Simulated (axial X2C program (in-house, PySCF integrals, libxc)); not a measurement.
Spin–orbit effects down a group: molecules with Se (ions), PBE0

Computed with an in-house relativistic program for diatomic molecules, spin-free (one-electron X2C) or two-component (2c: spin–orbit coupling with atomic mean-field Coulomb and Gaunt terms, which also bring small scalar terms), in Dyall basis sets with cores contracted in-house; open shells are unrestricted.

Basis sets: Al dyall-av3z, B dyall-av3z, Ga dyall-acv3z, In dyall-acv3z, Se dyall-acv3z.

```tsv
molecule	spin-free state	Re (Å)	ωe (cm⁻¹)	De (eV)	2c state	Re 2c (Å)	ωe 2c (cm⁻¹)	De 2c (eV)
BSe⁻	M_S = 0, Λ = 0	1.825	813.8	5.25	Ω = 0	1.825	813.1	5.21
AlSe⁻	M_S = 0, Λ = 0	2.232	443.2	4.26	Ω = 0	2.232	442.6	4.22
GaSe⁻	M_S = 0, Λ = 0	2.255	316.4	3.90	Ω = 0	2.256	315.8	n/a
InSe⁻	M_S = 0, Λ = 0	2.442	263.1	3.53	Ω = 0	2.443	262.4	n/a
```

**Question.** Work out the shifts from the spin-free to the two-component result.

**Answer.** 

| molecule | 2c state | ΔRe (Å) | Δωe (cm⁻¹) | ΔDe (eV) |
| --- | --- | --- | --- | --- |
| BSe⁻ | Ω = 0 | 0.000 | -0.7 | -0.04 |
| AlSe⁻ | Ω = 0 | 0.000 | -0.6 | -0.04 |
| GaSe⁻ | Ω = 0 | 0.001 | -0.6 | n/a |
| InSe⁻ | Ω = 0 | 0.001 | -0.7 | n/a |

Shifts of one unit in the last digit are rounding.

Fragments in 2c: Se- + B, Se- + Al, Se- + Ga, In + Se-. Each entry is the lowest single determinant of a limited PBE0 search at one distance. De goes to single-determinant-based atoms at the same level (for ions the charge split of lowest energy) and is withheld (n/a) where an atom does not fit its ground term or J level. Main or longest-lived isotopes. Some light 2c atoms are not at their ground J level, so De misses part of their lowering (0.04 eV or less). The functionals have no current term, which raises determinants with orbital currents.
